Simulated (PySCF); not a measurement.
WOCl3, SMILES [O]=[W]([Cl])([Cl])[Cl] (connectivity only; charge and spin as stated), neutral, multiplicity 2. Atoms are numbered in the order given.

```xyz
5

W     -0.0743    -0.2166     0.0000
O      0.0917    -1.8855     0.0000
Cl    -2.1748     0.6570     0.0000
Cl     1.2275     0.5866    -1.6862
Cl     1.2275     0.5866     1.6862
```
Charge 0, spin multiplicity 2.

Geometry: PBE0-D3(BJ)/def2-SVP. The spin state was assumed, not searched. The def2 effective core potentials stand for the cores of W; spin–orbit coupling is left out.

All values below come from ωB97X/def2-TZVP run with PySCF.

ESP charges are fitted to the potential on shells at 1.4 to 2.0 van der Waals radii. Atomic charges (e):

| atom | Mulliken | ESP fit | Mulliken spin |
|---|---|---|---|
| W1 | … | 0.62 | 0.88 |
| O2 | … | -0.24 | -0.04 |
| Cl3 | … | -0.08 | 0.02 |
| Cl4 | … | -0.15 | 0.07 |
| Cl5 | … | -0.15 | 0.07 |

### Question
Fill in the missing entries. (An estimate is asked for; the answer gives what the named calculation found.)

### Answer

- W1, Mulliken: 1.25
- O2, Mulliken: -0.41
- Cl3, Mulliken: -0.28
- Cl4, Mulliken: -0.28
- Cl5, Mulliken: -0.28
